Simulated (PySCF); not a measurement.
## Ionisation energy of Se²⁺ by level of theory

Se²⁺ [Ar] 3d10 4s2 4p2 (3P) → Se³⁺ [Ar] 3d10 4s2 4p1 (2P), as a difference of total energies. All numbers are calculated (PySCF 2.14, scalar relativity by spin-free X2C-1e, in cc-pVDZ-DK). Correlated levels: valence: [Ar] 3d10 frozen. The calculations carry no spin-orbit coupling.

| method | ionisation energy (eV) |
| --- | --- |
| UHF | 30.960 |
| M06-L | 31.213 |
| LDA | 31.748 |
| MP2 (valence) | 31.213 |
| SCS-MP2 (valence) | 31.150 |
| CCSD (valence) | 31.239 |
| CCSD(T) (valence) | 31.245 |

How much does correlation contribute at CCSD(T) (valence)?

31.245 − (30.960) = 0.285 eV, measured against UHF.

The reference lies between the lowest fine-structure levels, while these numbers refer to the centres of the terms.

Errors of the correlated levels include the incompleteness of this basis and the frozen core.

For comparison: 31.697 ± 0.019 eV (measured; NIST Atomic Spectra Database, ionization energies).
